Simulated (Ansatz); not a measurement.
All values below come from frozen-core CCSD(T)/def2-TZVPP // B3LYP-D3(BJ)/def2-TZVP in Ansatz (an electronic-structure program). The restricted HF reference is unstable towards unrestricted orbitals.

Ansatz 0.2 input:
```yaml
crystal:
  periodic: [false, false, false]
  atoms:
    - { symbol: B, position_ang: [1.281222, 0.143708, 0.057269] }
    - { symbol: C, position_ang: [-0.17837, 0.366692, -0.362369] }
    - { symbol: C, position_ang: [-1.173869, -0.364262, 0.160449] }
    - { symbol: H, position_ang: [2.17091, 0.789473, -0.405104] }
    - { symbol: H, position_ang: [1.530137, -0.697979, 0.866934] }
    - { symbol: H, position_ang: [-0.444163, 1.124575, -1.095779] }
    - { symbol: H, position_ang: [-0.971657, -1.135099, 0.896698] }
    - { symbol: H, position_ang: [-2.214211, -0.227109, -0.118098] }
basis:
  gaussian: { orbitals: def2-TZVPP }
correlation:
  method: ccsd_t
```

Output:

```
Functional definition: HF
950 factors; integrals over basis functions are off by at most 7.6e-4 eV
mean field evaluation 1: about -2809.6896 eV, gradient 2.6e1 eV
mean field evaluation 2: about -2809.6922 eV, gradient 2.6e1 eV
mean field evaluation 4: about -2811.7269 eV, gradient 2.9e0 eV
mean field evaluation 8: about -2811.7536 eV, gradient 1.4e-4 eV
mean field evaluation 16: about -2811.7529 eV, gradient 4.9e-1 eV
mean field -2811.75357111 eV, -103.3300378633 hartree, gradient 9.4e-7 eV, S^2 0.000000; 0 other end points of the search recorded, 0 dependent functions left out; unrestricted orbitals would lower it
3 core orbitals not correlated
reference -2811.75357111 eV, -103.3300378633 hartree; 8, 8 occupied and 152, 152 virtual orbitals, 950 factors
second order -11.57615808 eV of doubles, -0.00000000 eV of singles
cycle   1  -12.12742084 eV  change   -5.5e-1 eV  update   7.4e-2
cycle   2  -12.46897001 eV  change   -3.4e-1 eV  update   2.4e-2
cycle   3  -12.52590074 eV  change   -5.7e-2 eV  update   9.7e-3
cycle   4  -12.52320310 eV  change    2.7e-3 eV  update   2.6e-3
cycle   5  -12.52360762 eV  change   -4.0e-4 eV  update   8.3e-4
cycle   6  -12.52364039 eV  change   -3.3e-5 eV  update   2.9e-4
cycle   7  -12.52366010 eV  change   -2.0e-5 eV  update   9.0e-5
cycle   8  -12.52369351 eV  change   -3.3e-5 eV  update   4.9e-5
cycle   9  -12.52369379 eV  change   -2.8e-7 eV  update   1.3e-5
perturbative correction -0.52394846 eV, -0.0192547509 hartree
Total energy: -2824.80121336 eV, -103.8095298721 hartree
```

Cost: very roughly 29 core-seconds.
